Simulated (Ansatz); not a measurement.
Two spin states of NiF, each at its own minimum; 2S+1 = 2, 4 were tried, and the measured ground state has 2. No spin–orbit coupling. Ni is treated without relativity.

```tsv
level	energy of the multiplicity-4 state above the multiplicity-2 state (eV)
PBE/def2-TZVPP	1.060
PBE0/def2-TZVPP	0.664
wB97X-V/def2-TZVPP	1.023
CCSD/def2-TZVPP	0.580
CCSD(T)/def2-TZVPP	0.704
```

The rows run from 0.580 (CCSD/def2-TZVPP) to 1.060 eV (PBE/def2-TZVPP). The 3 functionals in def2-TZVPP without D3 or D4 span 0.396, from PBE0 to PBE.

Each state is the lowest solution found for its spin in def2 and cc sets.

Correlated levels freeze the inner cores; with def2 sets outer-core shells near the valence are correlated too.

Codes used: Ansatz (a first-principles code) with Gaussian orbitals.
